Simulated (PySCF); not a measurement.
C2H10GeSi, SMILES C[SiH](C)[GeH3]. The structure is a stationary point at PBE0-D3(BJ)/def2-SVP. The structure was generated by enumeration, and PubChem lists no compound with its InChIKey, so it may never have been made.

Question: Give the equilibrium geometry at PBE0-D3(BJ)/def2-SVP (PySCF confirms it by a frequency run) as a Z-matrix, and its point group. (An estimate is asked for; the answer gives what the named calculation found.)

Answer: point group Cs.
```
Si
H 1 1.4997
C 1 1.8844 2 109.29
H 3 1.1006 1 111.21 2 58.43
H 3 1.1012 4 108.04 1 -121.76
H 3 1.1016 4 108.04 5 -116.67
C 1 1.8844 2 109.29 3 -121.54
H 7 1.1006 1 111.21 2 -58.43
H 7 1.1012 8 108.04 1 121.76
H 7 1.1016 8 108.04 9 116.67
Ge 1 2.3853 2 107.70 3 119.23
H 11 1.5429 1 111.73 2 -60.36
H 11 1.5429 12 107.68 1 -123.05
H 11 1.5446 12 107.38 13 -115.35
```
